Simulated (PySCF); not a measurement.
## Electron correlation in S (sulfur, neutral)

[Ne] 3s1 3p4 4s1, high-spin 5P determinant (an excited configuration). Computed with PySCF 2.14 in aug-cc-pVTZ-DK, with the spin-free X2C one-electron Hamiltonian (Gaussian nucleus). Frozen: [Ne]; 6 electrons correlated.

```
  level  correlation energy (mhartree)
   CCSD                        -139.73
    (T)                         -12.22
CCSD(T)                        -151.95
```

Diagnostics: T1 = 0.020, D1 = 0.0479, largest double amplitude 0.229.

The outer electron is Rydberg-like, and this basis confines it to a smaller radius and binds it less than a complete one would. A double-excitation amplitude exceeds 0.15, a sign of near-degeneracy.

Cost of the coupled-cluster step: of the order of 8 core-seconds, for 6 correlated electrons.
